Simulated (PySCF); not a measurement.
# Ionising AlSn

PBE; basis Al cc-pV(D+d)Z, Sn cc-pVDZ-PP with ECP28; scalar-relativistic core potentials; PySCF 2.14. Neutral (UKS): quartet (σ ↑, π ↑↑), Re = 2.685 Å, ωe = 257 cm⁻¹, De = 2.36 eV, HOMO -4.54 eV, LUMO -3.35 eV.

AlSn⁺ (UKS): triplet (σ ↑, π ↑), Re = 3.017 Å, ωe = 162 cm⁻¹, De = 1.43 eV to Al⁺ + Sn. The energies at the minima are -456.55211 hartree for AlSn and -456.29441 for AlSn⁺.

(1) Work out the adiabatic ionisation energy, without and with harmonic zero-point energies (1 hartree = 27.2114 eV, 1 eV = 8065.5 cm⁻¹), and the change of the bond length.

These are scalar-relativistic numbers at best; spin–orbit coupling would shift them, the dissociation energy most. For an ion De counts to the pair picked by the measured ionisation energies or electron affinities, which need not be the lowest pair at this level. States were picked by a PBE0 search and need not be the measured ground states.

Results:

(1) At PBE: 0.25770 hartree = 7.012 eV between the minima; the zero-point term (162.0 − 257.0)/2 cm⁻¹ = -0.006 eV makes it 7.006 eV. Re changes by +33.2 pm against the neutral. The electron leaves a π orbital, and the longer bond of the ion fits a bonding orbital, or a change in how ionic the bond is.
